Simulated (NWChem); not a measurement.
System: C2H7NSi; SMILES C/N=C\[SiH3]

Give the equilibrium geometry at PBE-D3(BJ)/def2-SVP (NWChem) as a list of bonds and angles, with the point group.

point group Cs; any orientation.
Bonds (Å): C1–N2 1.441, C1–H5 1.120, C1–H6 1.111, C1–H7 1.111, N2–C3 1.282, C3–Si4 1.929, C3–H8 1.114, Si4–H9 1.506, Si4–H10 1.506, Si4–H11 1.503. Angles (°): N2–C1–H5 115.6, N2–C1–H6 109.1, N2–C1–H7 109.1, H5–C1–H6 108.4, H5–C1–H7 108.4, H6–C1–H7 105.9, C1–N2–C3 120.0, N2–C3–Si4 128.9, N2–C3–H8 115.6, Si4–C3–H8 115.4, C3–Si4–H9 111.9, C3–Si4–H10 111.9, C3–Si4–H11 107.1, H9–Si4–H10 108.2, H9–Si4–H11 108.8, H10–Si4–H11 108.8.
